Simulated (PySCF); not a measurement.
TDDFT excited states: C5H5NO

2-hydroxypyridine, C₅H₅NO.
Structure used (PBE0-D3(BJ)/def2-SVP), in Å, numbered top down from 1:
```xyz
12
C5H5NO angstrom
O      2.4265    0.0986   -0.3034
C      1.1068   -0.0264   -0.1279
C      0.2676    1.0490   -0.4589
C     -1.0941    0.8800   -0.2663
C     -1.5762   -0.3309    0.2416
C     -0.6490   -1.3236    0.5348
N      0.6638   -1.1766    0.3543
H      2.8090   -0.7434   -0.0159
H      0.6961    1.9718   -0.8517
H     -1.7840    1.6915   -0.5116
H     -2.6419   -0.4976    0.4051
H     -0.9762   -2.2896    0.9358
```

Theory: TDDFT CAM-B3LYP/def2-SVPD, vertical, gas phase, core orbitals frozen in the response in PySCF 2.14.0, density-fitted response routines.

```
state  λ (nm)  E (eV)       f  symmetry  main configurations (H = HOMO, L = LUMO)
   S1   238.6    5.20   0.077        A′                  H→L (88%), H-2→L+1 (10%)
   S2   222.0    5.59  0.0040        A″                               H-1→L (98%)
   S3   200.1    6.20   0.090        A′                  H→L+1 (80%), H-2→L (17%)
   S4   198.9    6.23  0.0005         –                             H-1→L+1 (98%)
   S5   182.3    6.80  0.0037        A″                               H→L+2 (94%)
   S6   173.3    7.15  0.0007         –                               H→L+3 (94%)
   S7   169.1    7.33   0.547        A′                  H-2→L (77%), H→L+1 (16%)
   S8   165.5    7.49   0.294        A′                             H-2→L+1 (75%)
   S9   162.4    7.63   0.023        A″                               H→L+4 (92%)
  S10   155.4    7.98   0.091        A′                             H-1→L+2 (81%)
```

Triplets (Tamm–Dancoff): T1 4.01 eV, H→L (78%), H→L+1 (13%); T2 4.29 eV, H→L+1 (67%), H→L (19%), H-2→L (10%); T3 5.01 eV, H-1→L (94%); T4 5.01 eV, H-2→L (79%), H→L+1 (17%).

The lowest singlet lies at 5.20 eV (239 nm, ultraviolet) and is of moderate strength; its leading configuration is HOMO→LUMO (88%). The strongest level in the table is S7 at 7.33 eV (169 nm, f = 0.547). Löwdin shares by element: HOMO carbon 52% or more, oxygen 18% (atoms not listed hold the other 31%); LUMO carbon 57% or more, nitrogen 18% (atoms not listed hold the other 25%). Weighted by f, the mean energy of these states is 7.19 eV. Of the 10 states listed, 6 reach f = 0.01 and 1 stays under 0.0005. The oscillator strengths of these states sum to 1.131; summed over the whole spectrum of an exact calculation they would give the number of electrons, 50 (Thomas–Reiche–Kuhn). All these states lie below the vertical ionisation energy of 9.03 eV (ΔSCF). Symmetry labels in Cs follow from the direction of the transition dipole and are given only for states with f of 0.002 or more. Singlets were solved by full linear response, triplets in the Tamm–Dancoff approximation.

One conformer stands for the species.
